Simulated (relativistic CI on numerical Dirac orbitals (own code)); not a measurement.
## Hyperfine structure of Re50+, mass number 187

Method of calculation: Dirac-Coulomb-Breit CI, orbitals from a KLI potential per configuration, model QED, unscaled Slater integrals (own radial code, finite nucleus).

Configurations in the expansion (outside the closed core [Ne]): 3s2 3p6 3d7, 3s2 3p5 3d8, 3s2 3p4 3d9, 3s 3p6 3d8, 3p6 3d9, 3s 3p5 3d9, 3s2 3p6 3d6 4s, 3s2 3p6 3d6 4p, 3s2 3p4 3d8 4s, 3s2 3p6 3d6 4d, 3s2 3p4 3d8 4p, 3s2 3p5 3d7 4s, 3s2 3p6 3d6 4f, 3s2 3p5 3d7 4p, 3s2 3p6 3d5 4s2, 3s 3p6 3d7 4s. Levels of other configurations are missing.

Nuclear spin I = 5/2, μ = 3.209 μN, Q = 1.94 b (tables of Stone and Pyykkö). The electronic factors are computed for point nuclear moments, without core polarisation or the Bohr-Weisskopf and QED corrections.

```tsv
Level	E (cm⁻¹)	A (GHz)	B (GHz)
3s2 3p6 3d7 4F_9/2	0	53.54	18.3
3s2 3p6 3d7 2D_5/2	162607	54.07	18.5
3s2 3p6 3d7 4F_7/2	565296	60.16	43.3
3s2 3p6 3d7 4P_5/2	666132	21.77	-120
3s2 3p6 3d7 2H_11/2	692843	76.03	-267
3s2 3p6 3d7 2F_7/2	749288	82.18	-40.3
3s2 3p6 3d7 2F_5/2	787875	83.77	28.2
3s2 3p6 3d7 2D_3/2	936778	125	-178
```

Levels with J = 0, under 50 % of one LS term, or S terms without an open s electron are left out. Small factors come from cancelling terms and can be off by tens of per cent or more.

At this charge energies of transitions that change n are usually good to better than 1 %, and those within a shell (Δn = 0) to a few per cent.

**Question.** Give the hyperfine levels of 3s2 3p6 3d7 4F_9/2 relative to its centre of gravity.

**Answer.** With K = F(F + 1) − I(I + 1) − J(J + 1), E = AK/2 + B[¾K(K + 1) − I(I + 1)J(J + 1)]/[2I(2I − 1)J(2J − 1)]: F = 2: -727.8, F = 3: -572.7, F = 4: -363.7, F = 5: -99.03, F = 6: 223.6, F = 7: 606.9 GHz.

LS names give the leading component of a level, which can be under half, so a name can repeat, a term be missing and a line seem to break the LS rules.
